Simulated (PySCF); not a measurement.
SMILES [NH2][Sn]([NH2])([NH2])[OH] (H₇N₃OSn), PBE0/def2-SVP optimised geometry.

```
12

N     -1.12    -2.01     1.57
Sn    -0.60    -0.83     0.00
N     -1.34     1.06     0.00
N      1.43    -0.83     0.00
O     -1.48    -1.61    -1.61
H     -2.05    -1.80     1.92
H     -0.47    -1.90     2.35
H     -0.62     1.76     0.14
H     -1.83     1.26    -0.87
H      1.82    -1.76     0.13
H      1.83    -0.46    -0.86
H     -1.61    -2.56    -1.51
```

Density from PySCF with PBE0/def2-TZVP, def2 effective core potentials past Kr at that geometry. The core electrons that the potentials of Sn replace are not part of the density.

Minimum of the electron density along straight lines between bonded atoms, close to the bond critical point (lines longer than 1.1 times the sum of covalent radii, or with two minima, are not listed):

```
bond    length / Å  ρ at the minimum / e bohr⁻³  ∇²ρ there / e bohr⁻⁵  position (fraction from the first atom)
------  ----------  ---------------------------  --------------------  ---------------------------------------
N1–Sn2       2.032                        0.118                  0.32                                     0.49
Sn2–N3       2.027                        0.120                  0.32                                     0.51
Sn2–N4       2.034                        0.117                  0.32                                     0.51
Sn2–O5       1.988                        0.117                  0.45                                     0.51
N1–H6        1.019                        0.329                 -1.54                                     0.73
N1–H7        1.019                        0.328                 -1.54                                     0.73
N3–H8        1.018                        0.329                 -1.55                                     0.73
N3–H9        1.019                        0.329                 -1.56                                     0.74
N4–H10       1.019                        0.329                 -1.54                                     0.73
N4–H11       1.019                        0.329                 -1.55                                     0.73
O5–H12       0.964                        0.356                 -2.37                                     0.80
```
